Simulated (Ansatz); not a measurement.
Frontier orbitals of CH5BN2.

```xyz
9

B     0.588    1.103   -0.568
C    -0.133   -0.059    0.201
N    -0.269   -0.154   -1.071
N    -0.437   -0.850    1.213
H     1.788    1.031   -0.656
H     0.049    2.170   -0.683
H    -0.451   -0.947   -1.669
H    -0.231   -0.559    2.151
H    -0.904   -1.734    1.083
```

The species carries charge 0 and has multiplicity 1. The bonds changed during the relaxation, so this is another structure than the one it started from. The geometry is a stationary point of PBE0-D4/def2-TZVP. It is one conformer, not always the lowest. Basis def2-TZVPP, Ansatz 0.2.0.

Orbital energies of one run (eV). Highest occupied ones, from the top: -9.32, -10.39, -11.35, -11.89, -14.44, -15.15, -18.33, -19.16, -20.48, -28.04, -30.12, -186.67, -283.45, -394.78. Empty: 1.84, 2.45, 2.88, 3.34, 4.08, 4.16.

**Question.** Which functional gave them?
A. PBE0
B. LDA (SPW92)
C. BLYP
D. ωB97M-V

**Answer.** D. HOMO energies: ωB97M-V -9.32, PBE0 -7.02, BLYP -5.65, LDA (SPW92) -5.79 eV.
